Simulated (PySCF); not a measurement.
Match the calculated data to a structure.

All candidates are C10H10.

- Dipole: 0.11 D [PBE0/pcSseg-1]
- 1H NMR: chemical shifts (computed TMS as zero) by class: 7.68 (2 H), 7.63 (1 H), 7.48 (2 H), 6.92 (1 H), 5.59 (1 H), 5.57 (1 H), 5.29 (1 H), 4.82 (1 H) ppm [GIAO PBE0/pcSseg-1]
- 13C NMR: chemical shifts (computed TMS as zero) by class: 160.0 (1 C), 148.5 (1 C), 147.7 (1 C), 135.5 (2 C), 133.4 (2 C), 132.6 (1 C), 127.6 (1 C), 125.2 (1 C) ppm [GIAO PBE0/pcSseg-1]
- Rotational structure: rotational constants A, B, C: 2.508, 0.953, 0.907 GHz [GFN2-xTB]

The electronic properties come from PySCF, for the isolated species, density fitting. Levels stand in brackets. Isolated species at its GFN2-xTB geometry (one conformer only). NMR classes are plain means over equivalent atoms (diastereotopic ones count apart unless rotation or inversion swaps them), as if these changed places fast.

Problem. Which candidate is it?
A. `C[C@H]1C=Cc2ccccc21`
B. `C=CC(=C)c1ccccc1`
C. `C#Cc1ccc(CC)cc1`
D. `C=Cc1ccc2c(c1)CC2`
E. `C#CCC1=CC2(C=C1)CC2`

Solution. B. It is `C=CC(=C)c1ccccc1`. Numbering: `[CH2:1]=[CH:2][C:3](=[CH2:4])[c:5]1[cH:6][cH:7][cH:8][cH:9][cH:10]1`. Its formula, C10H10, gives 6 degrees of unsaturation: 1 ring and 5 π bonds in the structure found (Kekulé form). 10 carbons fall into 8 classes; from least to most shielded: fully substituted alkene carbon [C3] (160.0 ppm), alkene CH carbon [C2] (148.5 ppm), substituted aromatic carbon [C5] (147.7 ppm), aromatic CH carbon [C6/C10] (135.5 ppm, 2 C), aromatic CH carbon [C7/C9] (133.4 ppm, 2 C), aromatic CH carbon [C8] (132.6 ppm), terminal =CH2 carbon [C1] (127.6 ppm), terminal =CH2 carbon [C4] (125.2 ppm). Hydrogen classes from least to most shielded: 2 H on the meta carbons, C7/C9 (7.68 ppm), 1 H on the para carbon, C8 (7.63 ppm), 2 H on the ortho carbons, C6/C10 (7.48 ppm), 1 H on an alkene CH carbon, C2 (6.92 ppm), 1 H on a terminal =CH2 carbon, C4 (5.59 ppm), 1 H on a terminal =CH2 carbon, C1 (5.57 ppm), 1 H on a terminal =CH2 carbon, C4 (5.29 ppm), 1 H on a terminal =CH2 carbon, C1 (4.82 ppm). The optimised geometry has point group Cs and is an asymmetric top.

The others, at the same levels:
- `C#Cc1ccc(CC)cc1` fails: its computed 13C shifts are 152.1 (1 C), 140.0 (2 C), 133.3 (2 C), 123.9 (1 C), 89.4 (1 C), 86.3 (1 C), 35.3 (1 C), 22.2 (1 C) ppm, 1H shifts are 7.84 (2 H), 7.45 (2 H), 2.74 (1 H), 2.64 (2 H), 1.21 (3 H) ppm and rotational constant A is 4.421 GHz (against 2.508 GHz).
- `C[C@H]1C=Cc2ccccc21` fails: it has 10 carbon classes against 8; its computed 13C shifts are 155.6 (1 C), 149.8 (1 C), 149.7 (1 C), 138.3 (1 C), 132.0 (1 C), 130.1 (1 C), 127.9 (1 C), 126.5 (1 C), 49.5 (1 C), 18.6 (1 C) ppm, 1H shifts are 7.71 (1 H), 7.68 (1 H), 7.57 (1 H), 7.48 (1 H), 7.05 (1 H), 6.71 (1 H), 3.57 (1 H), 1.29 (3 H) ppm and rotational constant A is 2.628 GHz (against 2.508 GHz).
- `C=Cc1ccc2c(c1)CC2` fails: it has 10 carbon classes against 8; its computed 13C shifts are 151.6 (1 C), 151.3 (1 C), 146.2 (1 C), 140.8 (1 C), 135.4 (1 C), 127.8 (1 C), 121.4 (1 C), 116.3 (1 C), 30.4 (1 C), 30.1 (1 C) ppm, 1H shifts are 7.81 (1 H), 7.30 (1 H), 7.22 (1 H), 6.80 (1 H), 6.18 (1 H), 5.48 (1 H), 3.27 (2 H), 3.25 (2 H) ppm and rotational constant A is 3.354 GHz (against 2.508 GHz).
- `C#CCC1=CC2(C=C1)CC2` fails: it has 9 carbon classes against 8; its computed 13C shifts are 149.1 (1 C), 146.8 (1 C), 141.9 (1 C), 138.7 (1 C), 87.3 (1 C), 75.3 (1 C), 40.7 (1 C), 23.1 (1 C), 15.0 (2 C) ppm, 1H shifts are 6.91 (1 H), 6.33 (1 H), 5.94 (1 H), 3.43 (2 H), 1.48 (2 H), 1.46 (2 H), 1.42 (1 H) ppm and rotational constant A is 3.864 GHz (against 2.508 GHz).

Each candidate is one conformer, not necessarily the lowest. Dipoles, sizes and rotational constants follow the conformer. The torsions of the flexible species, by atom-mapped SMILES:
- `[CH2:1]=[CH:2][C:3](=[CH2:4])[c:5]1[cH:6][cH:7][cH:8][cH:9][cH:10]1`: C1–C2–C3–C4 180°, C2–C3–C5–C6 90°
- `[CH:1]#[C:2][c:3]1[cH:4][cH:5][c:6]([CH2:7][CH3:8])[cH:9][cH:10]1`: C5–C6–C7–C8 -89°
- `[CH2:1]=[CH:2][c:3]1[cH:4][cH:5][c:6]2[c:7]([cH:8]1)[CH2:9][CH2:10]2`: C1–C2–C3–C4 176°
- `[CH:1]#[C:2][CH2:3][C:4]1=[CH:5][C:6]2([CH:7]=[CH:8]1)[CH2:9][CH2:10]2`: C2–C3–C4–C5 125°
